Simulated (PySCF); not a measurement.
**Computed structure and properties of Nd(OH)3(NH3)**

System: Nd(OH)3(NH3) (singlet in the valence; each metal's 4f electrons, 3 of them, lie in its core potential, out of spins and levels); start: template (C1). Method: PySCF 2.14.0, RKS PBE0, Nd lcecp-1-SVP with ECP49, O def2-SVP, H def2-SVP, N def2-SVP; non-relativistic Hamiltonian with scalar-relativistic core potentials where named; density fitting; no spin-orbit coupling.

Input of the relaxation:

```python
mol = gto.M(atom='''
Nd     0.01794    -0.01675     0.01438
O      1.29954     1.26485     1.29598
H      1.81914     1.53695     2.06308
O     -1.26366    -1.29835     1.29598
H     -1.78326    -1.57045     2.06308
O      1.29954    -1.29835    -1.26722
H      1.81914    -2.06545    -1.53932
N     -1.47306     1.47425    -1.47662
H     -2.08626     2.08745    -0.93952
H     -0.93596     2.08745    -2.08982
H     -2.08626     0.93715    -2.08982''',
    basis={'Nd': 'lcecp-1-SVP', 'O': 'def2-SVP', 'H': 'def2-SVP', 'N': 'def2-SVP'},
    ecp={'Nd': 'lcecp-1-SVP'},
    charge=0, spin=0)
mf = dft.RKS(mol, xc='PBE0')
mf.grids.atom_grid = (50, 194)  # f atoms: unpruned, at least (60, 302)
mf = mf.density_fit()  # fitting sets: Nd AutoAux, O def2-universal-JKFIT, H def2-universal-JKFIT, N def2-universal-JKFIT
mf.conv_tol = 1e-08; mf.max_cycle = 55
mf.kernel(dm0)  # dm0: converged density of the start geometry
# quasi-Newton relaxation in Cartesian coordinates to a largest gradient under 0.00045 Eh/bohr, steps kept in the point group
```

Run from Python with OMP_NUM_THREADS=2; the lines above give its settings. Where DIIS fails, smearing, a level shift and second-order steps follow.
It took 63 s on 2 threads of AMD EPYC 9R45 96-Core Processor (Zen 5), with other jobs on the host, from the converged density of the start.

Course of the relaxation:

| step | energy above end (eV) | largest force component within the symmetry (eV/Å) |
| --- | --- | --- |
| 0 | 0.4799 | 1.738 |
| 1 | 0.2038 | 0.968 |
| 2 | 0.1024 | 0.361 |
| 3 | 0.0904 | 0.671 |
| 4 | 0.0699 | 0.148 |
| 5 | 0.0476 | 0.212 |
| 6 | 0.0337 | 0.349 |
| 7 | 0.0250 | 0.236 |
| 11 | 0.0022 | 0.174 |
| 12 | 0.0021 | 0.234 |
| 13 | 0.0004 | 0.025 |
| 14 | 0.0002 | 0.019 |
| 15 | 0.0001 | 0.029 |
| 16 | 0.0000 | 0.016 |
(The steps between are left out.)

Relaxed geometry (C1, nearly C3v):

```xyz
11

Nd    0.1748   -0.2095    0.2557
O     1.2282    1.3453    1.2530
H     1.7408    1.9800    1.7518
O    -1.4448   -1.1340    1.2775
H    -2.1032   -1.6030    1.7882
O     1.1675   -1.2999   -1.2779
H     1.6658   -1.8301   -1.8988
N    -1.2876    1.3087   -1.2898
H    -1.8941    1.9171   -0.7395
H    -0.7285    1.9106   -1.8946
H    -1.8920    0.7533   -1.8956
```

```csv
contact,Å
Nd1–O2 (OH),2.126
Nd1–O4 (OH),2.126
Nd1–O6 (OH),2.128
Nd1–N8 (NH3),2.614
```

On the finer grid (75, 302):

* HOMO: -6.93 eV
* LUMO: -0.26 eV
* Dipole about the centre of mass: 4.26 D
* Set of Mulliken populations of Nd1 outside the core potential: s 2.16, p 6.37, d 1.43, f 0.10
* D3(BJ) dispersion energy (not in the energies): -0.161 eV

| atom | Mulliken (e) | Löwdin (e) | spin (e) |
| --- | --- | --- | --- |
| Nd1 | 0.94 | 0.49 | 0.00 |
| O2 | -0.54 | -0.33 | 0.00 |
| H3 | 0.16 | 0.07 | 0.00 |
| O4 | -0.54 | -0.33 | 0.00 |
| H5 | 0.16 | 0.07 | 0.00 |
| O6 | -0.54 | -0.33 | 0.00 |
| H7 | 0.16 | 0.07 | 0.00 |
| N8 | -0.29 | -0.02 | 0.00 |
| H9 | 0.16 | 0.10 | 0.00 |
| H10 | 0.16 | 0.10 | 0.00 |
| H11 | 0.16 | 0.10 | 0.00 |

The 4f levels lie in the core potential and are missing. Their spin isn't counted.

On the grid (50, 194), as all that follows. Harmonic modes: a minimum within the noise of the softest modes; lowest 55 cm⁻¹ (negative: unstable), highest 4006 cm⁻¹, zero-point energy 2.038 eV.

Taking off one OH (charge -1, singlet; the rest: singlet) in vacuum, both parts rigid, costs 10.15 eV; the small basis without counterpoise inflates it. Most of it is the attraction of opposite charges; other ways to part are cheaper, and one spin state was tried for the rest.

Rigid scan of OH along the line from its metal:

```csv
distance to O2 (Å),energy (eV)
1.83,1.229
1.93,0.469
2.03,0.101
2.13,0.000
2.23,0.077
2.33,0.271
2.53,0.845
2.83,1.845
3.23,3.074
3.73,4.278
```

Taking off one NH3 (charge 0, singlet; the rest: singlet) in vacuum, both parts rigid, costs 1.22 eV; the small basis without counterpoise inflates it.

Rigid scan of NH3 along the line from its metal:

(distance to N8 (Å), energy (eV)): (2.31, 0.294), (2.41, 0.113), (2.51, 0.024), (2.61, 0.000), (2.71, 0.018), (2.81, 0.063), (3.01, 0.194), (3.31, 0.413), (3.71, 0.659), (4.21, 0.867)

One start shape was tried, so this needn't be the lowest isomer.

An lcecp potential fixes the number of 4f electrons, so in runs with it no electron can move into or out of that shell.
